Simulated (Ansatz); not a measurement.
In7Sb7⁺. Charge 1, multiplicity 2. Geometry r2SCAN-D4/def2-SVP; atoms count from 1.

```tsv
atom	x (Å)	y (Å)	z (Å)
In1	-0.3879	-0.6422	-2.3830
Sb2	0.2706	-3.1239	-1.2007
In3	-1.6174	-2.7519	3.1072
Sb4	0.2083	-1.2854	0.9329
In5	2.2584	0.7000	0.6790
In6	2.7402	-1.9424	-2.3649
Sb7	4.0465	0.5121	-1.4457
In8	-2.6350	-0.1320	0.4249
Sb9	-3.4377	-0.0957	3.0876
Sb10	-2.6467	1.0889	-2.0458
In11	-0.3169	2.2145	-0.7125
Sb12	1.6401	1.4093	-2.7271
In13	-0.9493	1.0903	2.8297
Sb14	0.8270	2.9584	1.8186
```

In the def2 sets In, Sb take a core potential; there is no spin–orbit coupling. Single mean-field runs in def2-TZVP are fitted with def2-universal-jkfit.

Question: Estimate the Mulliken populations from the PBE0/def2-TZVP orbitals of Ansatz.

Answer: 
| atom | charge (e) | spin (α − β) |
| --- | --- | --- |
| In1 | 0.20 | -0.01 |
| Sb2 | -0.10 | 0.22 |
| In3 | 0.32 | 0.01 |
| Sb4 | -0.16 | 0.01 |
| In5 | 0.26 | -0.01 |
| In6 | 0.29 | 0.37 |
| Sb7 | -0.09 | 0.31 |
| In8 | 0.23 | 0.01 |
| Sb9 | -0.13 | 0.01 |
| Sb10 | -0.09 | 0.00 |
| In11 | 0.15 | 0.00 |
| Sb12 | -0.06 | -0.03 |
| In13 | 0.27 | 0.05 |
| Sb14 | -0.10 | 0.06 |
Mulliken values depend strongly on the basis.

Question: Where does the spin sit?

Answer: Summed by element: In 0.43, Sb 0.57, of 1 unpaired in all. Largest on single atoms: In6 0.37, Sb7 0.31, Sb2 0.22.

Question: And the Mayer bond orders between heavy atoms (over 0.3)?

Answer: In1–Sb2 0.80 (2.83 Å); In1–Sb10 0.78 (2.87 Å); In1–Sb12 0.71 (2.91 Å); Sb2–Sb4 0.94 (2.82 Å); Sb2–In6 0.67 (2.97 Å); In3–Sb4 0.37 (3.20 Å); In3–Sb9 0.54 (3.22 Å); Sb4–In5 0.66 (2.87 Å); Sb4–In8 0.51 (3.11 Å); In5–Sb7 0.84 (2.78 Å); In5–Sb14 0.72 (2.91 Å); In6–Sb7 0.73 (2.93 Å); Sb7–Sb12 0.95 (2.87 Å); In8–Sb9 0.95 (2.78 Å); In8–Sb10 0.92 (2.76 Å); Sb9–In13 0.98 (2.77 Å); Sb10–In11 0.78 (2.91 Å); In11–Sb12 0.76 (2.92 Å); In11–Sb14 0.79 (2.88 Å); In13–Sb14 0.95 (2.77 Å).
